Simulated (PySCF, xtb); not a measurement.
CH4OSSi, SMILES CO[Si]S (connectivity only; charge and spin as stated), neutral, multiplicity 1. One conformer was computed; it need not be the lowest.

Harmonic wavenumbers (cm⁻¹) from GFN2-xTB in xtb at its own minimum, in rising order: 29, 120, 140, 203, 250, 483, 704, 762, 1134, 1140, 1173, 1420, 1480, 1484, 2457, 2949, 2964, 2983.

What does PySCF with ωB97X-D3(BJ)/def2-SVP give at its own minimum? (Estimate from the structure and the level; the computed values follow.)

122, 140, 163, 282, 370, 539, 741, 809, 1162, 1189, 1227, 1478, 1484, 1493, 2753, 3034, 3130, 3157. Paired by order, the mean absolute difference is 78 cm⁻¹ and the zero-point energies are 31.3 and 33.3 kcal/mol.
